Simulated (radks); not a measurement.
Results of a calculation; reference values are marked as such.
Q: Ionisation of Gd, [Xe] 4f7 5d1 6s2, to Gd+, [Xe] 4f7 5d1 6s1, under several functionals. Scalar-relativistic Kohn-Sham, spin-polarised, spherical densities, point nucleus; open shells are filled with parallel spins first (spin-orbit coupling, left out, can overturn this in heavy ions); a radial shooting solver on a logarithmic mesh with Libxc functionals. Known Delta-SCF values: RPBE 5.943 eV; B86b exchange with PBE correlation 6.001 eV. What does PBE give, and what is its highest occupied eigenvalue?

A: 5.995 eV by Delta-SCF; the 5d eigenvalue is -2.954 eV. NIST: 6.150 eV (measured).
